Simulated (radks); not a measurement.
The vanadium ion V10+ is in [Ne] 3s2 3p1. Calculated with a radial shooting solver on a logarithmic mesh with Libxc functionals: scalar-relativistic Kohn-Sham, PBE, spin-polarised, spherical densities, finite nucleus; Fermi nuclear charge, rms radius of each element as measured or else 0.836 A^(1/3) + 0.57 fm. Open shells are filled with parallel spins first. One electron is removed from 2s, 2p, 3s, 3p in turn, with full relaxation. Which removal costs least, and what does each cost?

Answer. 3p 255.16 eV; 3s 279.36 eV; 2p 782.41 eV; 2s 875.89 eV. The 3p electron leaves first.
